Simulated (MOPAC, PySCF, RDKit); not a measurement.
Torsion C1–C2–Ge3–H7 in C2H6Ge (SMILES C=[CH][GeH3]); at each angle all else is relaxed with GFN2-xTB, and the levels are single points there.
Geometry at 120° (charge 0, multiplicity 1):
```xyz
9

C      1.553    -0.147    -0.279
C      0.553     0.048     0.565
Ge    -1.320     0.079     0.052
H      1.376    -0.303    -1.332
H      2.587    -0.160     0.034
H      0.772     0.201     1.615
H     -2.090    -0.987     0.764
H     -1.472    -0.130    -1.418
H     -1.956     1.383     0.415
```

On the grid 0° to 120°, 60° is the highest and 120° the lowest point at MP2/CBS(cc-pVTZ, cc-pVQZ) + ΔCCSD(T)/cc-pVTZ.

Rows in LANL2DZ carry no dispersion term and start afresh at each structure. LANL2DZ brings its own core potentials from Na on. The state that AM1 reach isn't checked.

Run with MOPAC for AM1 (differences of heats of formation); PySCF for LANL2DZ rows; RDKit for the force fields. Each number belongs to the level named beside it.

Question: One of these levels gives 0.16 kcal/mol for the energy at 60° less that at 120°. Which?
A) UFF
B) B3LYP/LANL2DZ
C) AM1

Answer: C, AM1. The others give -1.03 (UFF), 1.06 (B3LYP/LANL2DZ)
